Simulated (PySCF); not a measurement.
# A ladder of Hamiltonians for Cs⁴¹⁺ (caesium, charge +41)

Occupied: 1s1/2, 2s1/2, 2p1/2, 2p3/2, 3s1/2, 3p1/2. Hartree-Fock calculated with PySCF 2.14 in an even-tempered Gaussian basis (17 s from 3.9 bohr⁻², ratio 2.7; 13 p from 4.7 bohr⁻², ratio 2.7), Gaussian nucleus throughout. NR is non-relativistic, sf-X2C the spin-free one-electron X2C Hamiltonian, X2C adds the bare one-electron spin-orbit term, X2C-SNSO screens it by Boettger's factors, DC is four-component Dirac-Coulomb, and the Gaunt and Breit terms are added at first order (total energies over the DC spinors, levels after relaxing the spinors in that mean field). QED terms are absent. Levels marked empty are virtual spinors of this ion; the basis has s and p functions only, so 3d, which can lie below the n = 4 levels, is absent.

```tsv
Hamiltonian	E (hartree)
X2C	-6275.1988
X2C-SNSO	-6274.8296
DC	-6276.7981
DC+Gaunt	-6270.9207
DC+Breit	-6271.4557
```

```json
{"level (eV)": "1s1/2", "X2C": "-38731.9", "X2C-SNSO": "-38732.4", "DC": "-38764.7", "DC+Gaunt": "-38671.8", "DC+Breit": "-38678.1"}
{"level (eV)": "2s1/2", "X2C": "-8217.7", "X2C-SNSO": "-8218.0", "DC": "-8222.0", "DC+Gaunt": "-8212.6", "DC+Breit": "-8213.3"}
{"level (eV)": "2p1/2", "X2C": "-7906.1", "X2C-SNSO": "-7895.8", "DC": "-7897.5", "DC+Gaunt": "-7881.4", "DC+Breit": "-7883.1"}
{"level (eV)": "2p3/2", "X2C": "-7515.5", "X2C-SNSO": "-7519.8", "DC": "-7522.8", "DC+Gaunt": "-7511.7", "DC+Breit": "-7513.3"}
{"level (eV)": "3s1/2", "X2C": "-3225.4", "X2C-SNSO": "-3225.5", "DC": "-3226.4", "DC+Gaunt": "-3224.1", "DC+Breit": "-3224.4"}
{"level (eV)": "3p1/2", "X2C": "-3121.9", "X2C-SNSO": "-3119.3", "DC": "-3119.8", "DC+Gaunt": "-3115.8", "DC+Breit": "-3116.3"}
{"level (eV)": "3p3/2 (empty)", "X2C": "-2942.9", "X2C-SNSO": "-2944.0", "DC": "-2944.5", "DC+Gaunt": "-2942.0", "DC+Breit": "-2942.5"}
{"level (eV)": "4s1/2 (empty)", "X2C": "-1652.0", "X2C-SNSO": "-1652.0", "DC": "-1652.3", "DC+Gaunt": "-1651.5", "DC+Breit": "-1651.6"}
```

**Question.** How large are the two-electron picture-change error of X2C and the Breit correction in the total energy?

**Answer.** X2C-1e lies 1.5993 hartree above Dirac-Coulomb; Gaunt adds 5.8774 and the full Breit term 5.3424 hartree.

| interval (eV) | X2C | X2C-SNSO | DC | DC+Gaunt | DC+Breit |
| --- | --- | --- | --- | --- | --- |
| 2p3/2 − 2p1/2 | 390.6 | 376.0 | 374.8 | 369.8 | 369.8 |

Weight of the small component: 1s1/2 0.0412, 2s1/2 0.00917, 2p1/2 0.00912, 2p3/2 0.00863, 3s1/2 0.00341, 3p1/2 0.00336, 3p3/2 0.00320, 4s1/2 0.00157.

Koopmans' value for the highest occupied level at DC+Breit: 3116.3 eV, against an ionisation energy of 3118 ± 4 eV (theoretical estimate listed by NIST; NIST Atomic Spectra Database, ionization energies); the former lacks relaxation, correlation, QED and recoil.

The whole ladder took 63 s of wall time on 1 thread of Neoverse-V2 (shared host), launched as `OMP_NUM_THREADS=1 python relrun2.py TASK.json OUT` (a driver that calls PySCF for each Hamiltonian).
